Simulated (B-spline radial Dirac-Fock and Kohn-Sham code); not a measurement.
# Relativistic shifts of the levels of V¹⁴⁺

System: vanadium as V¹⁴⁺, 1s2 2s2 2p5.

Both columns are ΔSCF binding energies of the configuration average from a radial B-spline solver: non-relativistic Hartree-Fock with a point nucleus, and Dirac-Fock with a finite nucleus and the Coulomb interaction alone, averaged over the two j levels with weights 2j+1.

```
shell  Hartree-Fock (eV)  Dirac-Fock (eV)  shift (eV)  shift (%)
   1s             5950.3           5991.1      +40.75      +0.68
   2s             1070.5           1079.8       +9.27      +0.87
   2p              979.8            982.1       +2.30      +0.23
```

Relativity binds 1s, 2s, 2p more strongly, among those listed most of all 2s in relative terms.

Values without a named source are computed, but for edge energies of neutral atoms, which are taken from tables.
